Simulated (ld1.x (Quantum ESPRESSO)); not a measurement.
## Logarithmic derivatives: Ho (Z = 67), RRKJ

- Element: Ho (Z = 67)
- Generator: ld1.x (Quantum ESPRESSO) 7.5
- Type: norm-conserving RRKJ (Kleinman–Bylander form)
- Functional: PBE
- Relativity: scalar-relativistic
- Frozen core: [Kr]
- Valence charge: 31
- Reference configuration: 4d10 4f10 5s2 5p6 5d0 6s0 6p0 (charge +3)
- Partial waves: 5s (bound): rc 1.60 bohr; 5p (bound): rc 1.60 bohr; 4f (bound): rc 1.30 bohr; 4d (bound): rc 0.80 bohr
- Local potential: the d channel
- Core correction: Bessel-smoothed model core inside 0.50 bohr
- rho0: 0.02

The phase is arctan(r·u′/u) with u = r·R(r), unwrapped; energies in Ry, scanned from -16 to 5 Ry. A pole is an energy at which the radial function vanishes at the test radius. The pseudo phase is shifted by a multiple of π to meet the all-electron one at the reference energy, and phase errors are pseudo minus all-electron; the curves can meet again beyond the range given. Levels narrower than the energy grid can be missing from the lists of poles.

Task: For each channel, where are the poles, and over which energies does the pseudopotential scatter like the atom?

Result:

```json
{"channel": "s", "radius (bohr)": "1.76", "reference energy (Ry)": "-5.89", "poles, all-electron": "-4.27", "poles, pseudo": "-4.29", "unbroken range about the reference energy with phases within 0.05 rad": "below -0.3", "phase error 1 Ry above the reference energy (rad)": "-0.001"}
{"channel": "p", "radius (bohr)": "1.76", "reference energy (Ry)": "-4.01", "poles, all-electron": "-1.40", "poles, pseudo": "-1.43", "unbroken range about the reference energy with phases within 0.05 rad": "below 4.2", "phase error 1 Ry above the reference energy (rad)": "-0.000"}
{"channel": "d", "radius (bohr)": "1.76", "reference energy (Ry)": "-14.12", "poles, all-electron": "-14.09, 2.98", "poles, pseudo": "-14.09, 2.96", "unbroken range about the reference energy with phases within 0.05 rad": "the whole range", "phase error 1 Ry above the reference energy (rad)": "+0.000"}
{"channel": "f", "radius (bohr)": "1.76", "reference energy (Ry)": "-2.58", "poles, all-electron": "-2.29", "poles, pseudo": "-2.29", "unbroken range about the reference energy with phases within 0.05 rad": "below 0.7", "phase error 1 Ry above the reference energy (rad)": "+0.006"}
```

Note: ghost states, extra bound levels that the all-electron valence spectrum of the same l lacks: s at -619.5 eV, p at -311.1 eV, s at -23.7 eV. A true bound ghost makes a file unfit for plane-wave use.

Phases in the s channel:

```tsv
E (Ry)	all-electron	pseudo
-16.00	1.393	1.393
-15.04	1.383	1.383
-14.08	1.372	1.371
-13.12	1.357	1.357
-12.16	1.339	1.339
-11.20	1.315	1.314
-10.24	1.279	1.278
-9.28	1.222	1.220
-8.32	1.106	1.103
-7.36	0.756	0.750
-6.40	-0.683	-0.685
-5.44	-1.372	-1.373
-4.48	-1.548	-1.550
-3.52	-1.633	-1.637
-2.56	-1.690	-1.700
-1.60	-1.741	-1.759
-0.64	-1.795	-1.831
0.32	-1.861	-1.946
1.28	-1.958	-2.203
2.24	-2.125	-3.124
3.20	-2.478	-4.215
4.16	-3.234	-4.525
```
